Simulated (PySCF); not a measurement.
## Field gradients at the hydrogen positions

C8H13P.
Z-matrix (Å and degrees, GFN2-xTB geometry), rows numbered from 1:
```
C 
C   1  1.3243
C   2  1.4988  1  122.95
P   2  1.8483  1  124.59  3  -176.23
C   4  1.8709  2   98.58  1   -95.78
C   5  1.5304  4  107.76  2    79.25
C   6  1.4967  5  107.08  4    24.91
C   7  1.3281  6  117.15  5   -18.07
C   8  1.4917  4  119.97  2    94.18
H   1  1.0767  2  122.55  3   178.64
H   1  1.0798  2  121.41  3    -1.72
H   3  1.0881  2  111.33  1     8.74
H   3  1.0903  2  109.62  1  -111.77
H   3  1.0900  2  110.59  1   130.10
H   5  1.0937  4  106.50  2  -162.70
H   5  1.0902  4  111.47  2   -45.33
H   6  1.0923  5  111.19  4   146.92
H   6  1.0951  5  110.58  4   -93.77
H   7  1.0809  6  119.22  5   163.66
H   9  1.0885  8  111.15  4  -178.71
H   9  1.0903  8  110.17  4   -57.70
H   9  1.0901  8  110.01  4    60.51
```

Level: PBE0/pcSseg-1 (PySCF, non-relativistic); Q(2H) = 0.00286 b; rigid geometry, the same for H and D, with no vibrational averaging.

Problem. Rank these positions by the coupling χzz of a deuteron there, largest first.
A. H18 (methylene hydrogen)
B. H20 (methyl hydrogen)
C. H19 (vinylic hydrogen)
D. H17 (methylene hydrogen)

Solution. C (222 kHz), B (211 kHz), D (205 kHz), A (201 kHz).

Problem. Tabulate Vzz, the asymmetry η and χzz = 234.96 MHz × Q × Vzz for every hydrogen position.

Solution. 
```tsv
atom	bonded to	bond length (Å)	Vzz (au)	η	χzz (kHz)
H10	C1	1.077	0.3355	0.06	225
H11	C1	1.080	0.3333	0.06	224
H12	C3	1.088	0.3141	0.03	211
H13	C3	1.090	0.3090	0.02	208
H14	C3	1.090	0.3104	0.04	209
H15	C5	1.094	0.3037	0.02	204
H16	C5	1.090	0.3128	0.02	210
H17	C6	1.092	0.3054	0.02	205
H18	C6	1.095	0.2995	0.03	201
H19	C7	1.081	0.3297	0.05	222
H20	C9	1.089	0.3135	0.03	211
H21	C9	1.090	0.3085	0.02	207
H22	C9	1.090	0.3101	0.02	208
```

Problem. How does χzz go with the bond length over the 13 C–H bonds?

Solution. A straight-line fit has a slope of -13.7 kHz for each 0.01 Å, with a correlation coefficient of -0.99, over lengths from 1.077 to 1.095 Å. The longer bonds have the smaller couplings here.

Isolated species at its GFN2-xTB geometry (one conformer only). GFN2-xTB bond lengths can be off by several hundredths of an ångström, more for odd bonds, and the gradients follow them. With so small a basis the couplings can be 20 % off.

The run behind these numbers computed NMR shieldings as well. Hardware: an x86-64 server with one thread (shared host). Cost: 46 s.
